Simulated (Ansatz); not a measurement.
Total energies of CrO3 from Ansatz at PBE0-D4/def2-TZVPD, gas phase (1 Eh = 27.2114 eV = 2625.5 kJ/mol). The reference geometry is relaxed at PBE0-D4/def2-TZVP.

```tsv
state	geometry	energy (Eh)
charge 0 singlet	reference	-1269.75642
charge -1 doublet	reference	-1269.88685
free Cr atom (septet)	–	-1044.22561
free O atom (triplet)	–	-75.01925
```

(1) Work out the vertical electron affinity, to the doublet.

(2) What is the binding energy per atom against free atoms?

(1) E(charge 0 singlet) − E(charge -1 doublet) = -1269.75642 − (-1269.88685) = 0.13043 Eh = 3.55 eV.

(2) Atoms: 1 × (-1044.22561) + 3 × (-75.01925) = -1269.28336 Eh. Binding: -1269.28336 − (-1269.75642) = 0.47306 Eh = 12.87 eV, or 3.22 eV for each of 4 atoms (no zero-point energy, no counterpoise term).

The restricted singlet is unstable towards broken spin symmetry in Hartree–Fock (as tested in another run); at PBE0-D4/def2-TZVPD this wasn't settled.
